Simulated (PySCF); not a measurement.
**Static response to an electric field**

C8H9F.
Atom-mapped SMILES: `[CH2:1]=[CH:2][C@@H:3]1[CH:4]=[CH:5][C@@H:6]2[CH2:7][C@:8]12[F:9]` (hydrogens: H10, H11 on C1; H12 on C2; H13 on C3; H14 on C4; H15 on C5; H16 on C6; H17, H18 on C7)

Structure used (PBE0-D3(BJ)/def2-SVP), in Å, numbered top down from 1:
```
atom  x, y, z in Å
C1     2.815   -0.717   -0.171
C2     1.622   -0.213    0.144
C3     0.488   -0.036   -0.821
C4    -0.011    1.386   -0.967
C5    -1.343    1.476   -0.848
C6    -1.949    0.156   -0.527
C7    -1.519   -0.445    0.805
C8    -0.781   -0.786   -0.439
F9    -0.859   -2.061   -0.888
H10    3.045   -1.042   -1.191
H11    3.603   -0.830    0.578
H12    1.424    0.103    1.175
H13    0.805   -0.418   -1.810
H14    0.668    2.220   -1.156
H15   -1.922    2.397   -0.943
H16   -2.907   -0.155   -0.951
H17   -2.149   -1.249    1.193
H18   -1.069    0.212    1.555
```

Level: B3LYP/def2-SVPD (PySCF), static field, nuclei fixed, core orbitals frozen in the response. The polarisability tensor in these axes (au):

```
x   114.03  -8.74  -3.15
y    -8.74  82.97  -3.12
z    -3.15  -3.12  76.10
```

Q: What are the eigenvalues, a third of the trace, and Δα (Δα² = ½Σ(αi − αj)² over the three pairs)?

A: Principal values 73.85, 82.81 and 116.45 au; mean 91.03 au = 13.49 Å³ = 15.01 × 10⁻⁴⁰ C²·m²/J; Δα = 38.90 au (43 % of the mean).

Q: What is the dipole moment, and where does it point?

A: (-0.25, 1.48, 0.47) D, 1.57 D in size, pointing from the negative to the positive side. Measured along this direction, the outermost atoms are F9 at the negative end and H15 at the positive end.

Q: In TDDFT the mean static polarisability is Σ f/ω² over all singlet excitations (ω in hartree). How much of it do the 6 lowest give? Their energies (eV) and oscillator strengths: 5.66, 0.1261; 6.06, 0.0044; 6.38, 0.0110; 6.49, 0.0194; 6.56, 0.0230; 6.91, 0.0181.

A: They add up to 4.22 au, 4.6 % of the 91.03 au; the largest single term is 2.91 au, from the state at 5.66 eV. Terms in order: 2.91, 0.09, 0.20, 0.34, 0.40, 0.28 au. Higher excitations give the rest. The strengths listed sum to 0.202.

Q: Refractivity n − 1 of an ideal gas of it at 273.15 K and 1 atm, from the electronic α?

A: N = p/kT = 2.6868 × 10¹⁹ cm⁻³, so n − 1 = 2π × N × 13.49 × 10⁻²⁴ cm³ = 2277 × 10⁻⁶ at long wavelengths.

Q: Give the eigenvalues of the traceless quadrupole moment Θ = ½Σq(3rr − r²1), origin at the centre of nuclear charge.

A: -6.22, 1.08, 5.14 D·Å. The values depend on the origin, since the dipole doesn't vanish. The electronic extent ⟨r²⟩ about the same centre is 1112 bohr², a root-mean-square distance of 2.17 Å for the 66 electrons.

One conformer (not necessarily the lowest) at the PBE0-D3(BJ)/def2-SVP geometry, without solvent, vibrations or thermal averaging.

The run behind these numbers computed excited states as well. On an Intel Xeon Platinum 8375C at 2.90 GHz with one thread, shared host with 64 logical CPUs at a one-minute load of 22, this took 52 s of wall time and 1.1 GiB of memory at its peak.
